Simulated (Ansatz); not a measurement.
Reaction: CH4FSi (SMILES F[CH][SiH3], doublet) → CH4FSi (SMILES C[SiH]F, doublet)
Each species at its own B3LYP-D3(BJ)/def2-TZVP minimum (Ansatz, a first-principles code).

Total energies in hartree (Ansatz). UHF or UKS for unpaired electrons; spin-orbit terms are left out. Cores are frozen in correlated methods. No relativity.

| species | HF/cc-pV(T+d)Z | CCSD(T)/cc-pV(T+d)Z | HF/cc-pV(Q+d)Z | CCSD(T)/cc-pV(Q+d)Z | CCSD(T)/cc-pV(D+d)Z | CCSDT(Q)/cc-pV(D+d)Z |
|---|---|---|---|---|---|---|
| 1: CH4FSi (SMILES F[CH][SiH3], doublet) | -428.57740 | -429.14871 | -428.59245 | -429.20393 | -428.96898 | -428.97084 |
| 2: CH4FSi (SMILES C[SiH]F, doublet) | -428.66916 | -429.24723 | -428.68551 | -429.30452 | -429.05683 | -429.05852 |

Question: Work out the isomerisation energy (electronic) in kJ/mol: take Hartree-Fock from cc-pV(Q+d)Z, extrapolate the CCSD(T) correlation energy as X^-3 (X = 3, 4), and add CCSDT(Q) - CCSD(T) in cc-pV(D+d)Z. 1 hartree = 2625.5 kJ/mol.

Answer: 
Species 1: correlation (64·(-0.61148) - 27·(-0.57131))/37 = -0.64079; step -0.00186; E1 = -428.59245 + (-0.64079) + (-0.00186) = -429.23510
Species 2: correlation (64·(-0.61901) - 27·(-0.57807))/37 = -0.64889; step -0.00169; E2 = -428.68551 + (-0.64889) + (-0.00169) = -429.33609
-1·E1 +1·E2 = -0.10099 hartree = -265.1 kJ/mol.
